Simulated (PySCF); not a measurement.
TDDFT excited states: C2H6O2W

Species: WO2Me2, C2H6O2W (singlet state).
Structure used (PBE0-D3(BJ)/def2-SVP), in Å, numbered top down from 1:
```xyz
11
C2H6O2W angstrom
W      0.6350    0.0008    0.4574
O      0.6289    0.0060    2.1602
O      2.2363   -0.0027   -0.1189
C     -0.3044    1.7605   -0.2203
H      0.1660    2.6679    0.1909
H     -1.3639    1.7539    0.0926
H     -0.2513    1.8148   -1.3216
C     -0.3059   -1.7611   -0.2123
H     -0.3730   -1.7386   -1.3150
H     -1.3219   -1.8360    0.2122
H      0.2543   -2.6654    0.0746
```

Method used: PySCF 2.14.0, density-fitted response routines, TDDFT CAM-B3LYP/def2-SVPD, vertical, gas phase, core orbitals frozen in the response, def2 core potentials past Kr. Spin–orbit coupling is left out.

```csv
state,E (eV),λ (nm),ν̃ (cm⁻¹),f,"main configurations (H = HOMO, L = LUMO)"
S1,4.57,271.4,36850,0.0036,H→L (98%)
S2,4.90,253.2,39490,0.0070,H-1→L (94%)
S3,5.44,228.0,43850,0.0011,H-1→L+1 (98%)
S4,5.93,209.1,47820,0.0064,"H-2→L (83%), H→L+1 (10%)"
S5,5.94,208.8,47880,0.0040,"H→L+1 (80%), H-2→L (11%)"
S6,6.34,195.7,51100,0.024,H-5→L (92%)
S7,6.36,195.1,51270,0.014,H-3→L (88%)
S8,6.38,194.3,51480,0.0000,"H-4→L (74%), H-2→L+1 (12%)"
S9,6.68,185.5,53900,0.0000,"H-3→L+1 (40%), H-2→L+1 (34%), H-4→L (20%)"
```

Triplets, Tamm–Dancoff:

| state | E (eV) | λ (nm) | main configurations (H = HOMO, L = LUMO) |
| --- | --- | --- | --- |
| T1 | 4.27 | 290.2 | H→L (97%) |
| T2 | 4.46 | 278.2 | H-1→L (93%) |
| T3 | 5.08 | 244.0 | H-1→L+1 (96%) |
| T4 | 5.09 | 243.5 | H→L+1 (91%) |

The lowest singlet lies at 4.57 eV (271 nm, ultraviolet) and is very weak; its leading configuration is HOMO→LUMO (98%). The strongest level in the table is S6 at 6.34 eV (196 nm, f = 0.024). S4/S5 lie within about 0.01 eV of each other. For S1 the Löwdin share of tungsten is at most 17% in HOMO and 59% in LUMO. The listed states span 2.11 eV, and the widest gap between neighbours is 0.54 eV (S2 to S3). Orbital energies (eV): HOMO-3 -11.68, HOMO-2 -11.36, HOMO-1 -10.34, HOMO -10.12, LUMO -1.42, LUMO+1 -0.32, LUMO+2 0.55. Weighted by f, the mean energy of these states is 5.98 eV. No computed singlet lies in the visible range (380 to 750 nm); the lowest, at 271 nm, stands 1.31 eV above its violet end (3.26 eV). The vertical ionisation energy (ΔSCF) is 10.90 eV, 4.21 eV above S9. Orbitals of the list HOMO-3 to LUMO+2 that lie within 0.01 eV of each other are written together with a slash and their weights summed (≥ marks a lower bound); for degenerate orbitals outside that list single weights are arbitrary. The window holds the lowest 10 singlets. The highest level found (6.98 eV, f 0.0060 so far) is left out, since the window may have cut off a degenerate partner.

On one thread, x86-64 server, no GPU (shared host), this took 56 s wall.
